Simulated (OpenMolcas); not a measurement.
**Cu2+: moving or changing the point charges**

Cu2+ among 4 point charges of -2 e arranged as a tetrahedron (Td), 1.87 Å from the ion.

```
Program             : OpenMolcas 26.06
Method              : SS-CASPT2, IPEA 0.25 Eh, imaginary shift 0.1 Eh (closed shells correlated: 3s 3p)
Basis               : ANO-RCC-VDZP [5s4p2d1f]
Scalar Hamiltonian  : DKH2, point nucleus
Active space        : 9 electrons in 5 orbitals (3d)
State averaging     : 2S+1 = 2 even, 5 roots
Spin-orbit coupling : RASSI with atomic mean-field integrals over the reference wave functions
```

Runs around this geometry, states (labels of Td). Energies in cm-1 above the lowest state or level, χT in cm3 K/mol; under a threefold ground state the first gap can be a small split of the lowest multiplet, not the spin-orbit step; 10Dq is the gap between the two states; 10Dq is negative for this site.

```json
{"R (Å)": "1.87", "q (e)": "-1", "Ground state": "2T2", "First state of that spin": "2E 1140", "10Dq": "-1139", "First gap with spin-orbit (degeneracies)": "540 (2, 4)", "χT at 300 K": "1.199"}
{"R (Å)": "1.75", "q (e)": "-2", "Ground state": "2T2", "First state of that spin": "2E 2070", "10Dq": "-2074", "First gap with spin-orbit (degeneracies)": "760 (2, 4)", "χT at 300 K": "0.974"}
{"R (Å)": "1.87", "q (e)": "-2", "Ground state": "2T2", "First state of that spin": "2E 1750", "10Dq": "-1748", "First gap with spin-orbit (degeneracies)": "700 (2, 4)", "χT at 300 K": "1.034"}
{"R (Å)": "2.06", "q (e)": "-2", "Ground state": "2T2", "First state of that spin": "2E 1290", "10Dq": "-1291", "First gap with spin-orbit (degeneracies)": "580 (2, 4)", "χT at 300 K": "1.149"}
```

Taking |10Dq| as R^-n, n = -ln(1291 / 2074) / ln(2.06 / 1.75) = 2.9 between the shortest and longest distance. The point-charge formula for a cubic d site gives n = 5.

Scaling the charges by -1 / -2 = 0.50 scales |10Dq| by 1139 / 1748 = 0.65; with fixed orbitals a first-order splitting would follow the charge.

Roots that are degenerate in the reference are averaged as groups; the widest CASPT2 spread within a group is 44 cm-1 (the 3-fold group of multiplicity 2 near 0 cm-1 above the lowest state of its run, R = 1.87, q = -1). Shifts and gaps below about the spread of the groups concerned are not significant. An orbital triplet at a regular site is open to Jahn-Teller coupling, which can distort the site and quench the lowest spin-orbit gaps and is left out. The ground term spreads over less than 5000 cm-1, several times less than with real ligands, so orbital moments are less quenched and χT lies further from the spin-only value than at real sites. Free-ion shares, where given, are those of the reference states; single-state CASPT2 does not remix them. This is an electrostatic model: the charges have no orbitals. No measured value stands beside these numbers.
